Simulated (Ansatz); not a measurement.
Predict a relaxed structure of Sn3⁻, charge -1, doublet, at r2SCAN-D4/def2-SVPD (Ansatz).


```
atom   x (Å)   y (Å)   z (Å)
 Sn1   0.402  -0.991   1.300
 Sn2  -0.929  -0.478  -1.320
 Sn3   0.526   1.469   0.020
```
Point group C2v (tolerance 0.1 Å). This is one stationary point.

In the def2 sets Sn takes a core potential; there is no spin–orbit coupling. The structure comes from a short search, and lower isomers may exist.
